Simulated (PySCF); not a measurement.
C₃H₇AlO, SMILES C=[CH][AlH][O]C.

Geometry: ωB97X-D3(BJ)/def2-SVP. The structure was generated by enumeration; whether it is a known compound was not checked. One conformer was computed; it need not be the lowest.

The numbers are results of M06-2X/def2-TZVP in PySCF, not measurements.

Symmetry labels are those of the subgroup Cs that the program uses (full group Cs).

Computed valence orbital energies around the gap with their symmetry:
```json
[
 {"orbital": "HOMO−7", "symmetry": "A\"", "energy (eV)": "-13.92"},
 {"orbital": "HOMO−6", "symmetry": "A'", "energy (eV)": "-13.85"},
 {"orbital": "HOMO−5", "symmetry": "A'", "energy (eV)": "-12.54"},
 {"orbital": "HOMO−4", "symmetry": "A'", "energy (eV)": "-11.16"},
 {"orbital": "HOMO−3", "symmetry": "A'", "energy (eV)": "-9.80"},
 {"orbital": "HOMO−2", "symmetry": "A\"", "energy (eV)": "-9.70"},
 {"orbital": "HOMO−1", "symmetry": "A\"", "energy (eV)": "-9.20"},
 {"orbital": "HOMO", "symmetry": "A'", "energy (eV)": "-9.17"},
 {"orbital": "LUMO", "symmetry": "A\"", "energy (eV)": "-0.40"},
 {"orbital": "LUMO+1", "symmetry": "A'", "energy (eV)": "1.19"},
 {"orbital": "LUMO+2", "symmetry": "A\"", "energy (eV)": "1.31"},
 {"orbital": "LUMO+3", "symmetry": "A'", "energy (eV)": "1.69"}
]
```
